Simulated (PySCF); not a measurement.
SMILES C([CH2])(CC(C)C)O (C6H13O), doublet at its GFN2-xTB optimised geometry (Å):

```
20

C     -3.3980    -0.5142     2.1613
C     -1.9302    -0.6073     2.1909
O     -1.4481    -1.9021     1.9173
C     -1.3119     0.4323     1.2059
C      0.2196     0.4354     1.2285
C      0.7604     1.0833     2.4999
C      0.7518     1.1718     0.0000
H     -3.8892     0.3506     2.5587
H     -3.9840    -1.2608     1.6615
H     -1.5542    -0.3724     3.1961
H     -1.8394    -2.2047     1.0900
H     -1.6590     0.1816     0.1999
H     -1.6939     1.4219     1.4589
H      0.5611    -0.6045     1.1934
H      1.8479     1.0908     2.4840
H      0.4418     0.5366     3.3834
H      0.4112     2.1110     2.5822
H      1.8394     1.1718     0.0000
H      0.4091     2.2047     0.0000
H      0.4109     0.6968    -0.9174
```

Level of theory: PySCF with unrestricted PBE0/def2-SVP. Cells within 0.4 Å of a nucleus heavier than hydrogen are left out (blank, or x).

Map of the electrostatic potential (hartree/e), clipped to [-0.08, 0.12] on the plane z = 1.2 Å:

```
|33333333333333333322222222222|
|33333333333333333322222222222|
|33333333333333333322222222222|
|33333333333333333322222222222|
|33333333333333333322222222222|
|33333333333333333322222222222|
|33333333443333333322222222222|
|33333334564333333333222222222|
|33333347998544444443333333222|
|33333349999755677654333333322|
|32223349999999999964333333322|
|22223349999999999974333333322|
|222333599xx999xx9984333333322|
|233444699xxx99xx9984333333222|
|33577679999999999963322222222|
|34799889999999999963222222222|
|57999999999856999973222222222|
|79999889997433899963222222222|
|99997789998411378643222222222|
|89996689999610123332222222222|
|67765699999810012222222222222|
|45555699999710011222222222222|
|44444589999510011222222222222|
|33344569996311111222222222222|
|33334445554221111222222222222|
|33333344433222122222222222222|
|33333333332222222222222222222|
|33333333322222222222222222222|
|33333333322222222222222222222|
```
Scale: ten equal steps from -0.050 (start of '0') to 0.120 (end of '9'), in the order '0123456789'; x runs from -4.50 to 4.50, y from -4.50 (bottom) to 4.50 (top).
